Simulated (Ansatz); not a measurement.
Job for Ansatz (a quantum-chemistry and plane-wave program): R-CCSD(T)/aug-cc-pVDZ on CH8Ge (a complex), monomers drawn apart or pushed together. The run froze 15 orbitals, filled d shells among them.

Ansatz 0.2 input:
```yaml
crystal:
  periodic: [false, false, false]
  atoms:
    - {symbol: C, position_ang: [0.10154463, -0.06870056, -0.20314418]}
    - {symbol: H, position_ang: [-0.57459387, -0.84581333, 0.15010535]}
    - {symbol: H, position_ang: [0.16497005, -0.10926554, -1.28954688]}
    - {symbol: H, position_ang: [-0.27483586, 0.90662026, 0.10205640]}
    - {symbol: H, position_ang: [1.09077818, -0.22655384, 0.22404995]}
    - {symbol: Ge, position_ang: [-0.18276866, 0.12364739, 5.12433667]}
    - {symbol: H, position_ang: [0.42870079, 1.43351703, 4.60723810]}
    - {symbol: H, position_ang: [-0.27850426, 0.17467933, 6.65691587]}
    - {symbol: H, position_ang: [0.70572800, -1.05686443, 4.70741729]}
    - {symbol: H, position_ang: [-1.58729095, -0.05653447, 4.53116565]}
basis:
  gaussian:
    orbitals: aug-cc-pVDZ
magnetization: {spin_polarized: false}
correlation: {method: ccsd_t, electrons: outside_noble_gas}
scf: {lower_state_search: off}
```

Program output:

```
WARN ansatz: RAYON_NUM_THREADS=1 ignored (pool sized by the plan → 1); use --threads N
Functional definition: HF
these checks for a lower state are left out or cut short: stability, starts, cluster_reference, orbital_swaps, neighbouring_geometries, increment
integrals: 0.29 GiB planned
1314 factors; integrals over basis functions are off by at most 1.0e-3 eV
mean field: 0.41 GiB planned
mean field evaluation 1: about -57627.5010 eV, gradient 2.5e1 eV
mean field evaluation 2: about -57627.5316 eV, gradient 2.5e1 eV
mean field evaluation 4: about -57629.4398 eV, gradient 2.0e0 eV
mean field evaluation 8: about -57629.4615 eV, gradient 2.4e-4 eV
mean field -57629.46149311 eV, -2117.8436472199 hartree, gradient 3.2e-6 eV, S^2 0.000000; 0 other end points of the search recorded, 0 dependent functions left out
15 core orbitals not correlated
reference -57629.46149311 eV, -2117.8436472199 hartree; 8, 8 occupied and 108, 108 virtual orbitals, 1314 factors
second order -7.78424240 eV of doubles, -0.00000000 eV of singles
coupled cluster: 0.63 GiB planned
cycle   1  -8.87176028 eV  change    -1.1e0 eV  update   7.0e-2
cycle   2  -9.23965909 eV  change   -3.7e-1 eV  update   2.3e-2
cycle   3  -9.25511766 eV  change   -1.5e-2 eV  update   5.0e-3
cycle   4  -9.25413535 eV  change    9.8e-4 eV  update   1.6e-3
cycle   5  -9.25382708 eV  change    3.1e-4 eV  update   4.5e-4
cycle   6  -9.25377912 eV  change    4.8e-5 eV  update   1.2e-4
cycle   7  -9.25378506 eV  change   -5.9e-6 eV  update   2.8e-5
cycle   8  -9.25378530 eV  change   -2.3e-7 eV  update   8.4e-6
perturbative correction -0.19955639 eV, -0.0073335621 hartree
Total energy: -57638.91483480 eV, -2118.1910511192 hartree
Checks for a lower state left out: stability, starts, cluster_reference, orbital_swaps, neighbouring_geometries, increment
```

Self-consistency was reached.

Cost: around 12 core-seconds (rough).
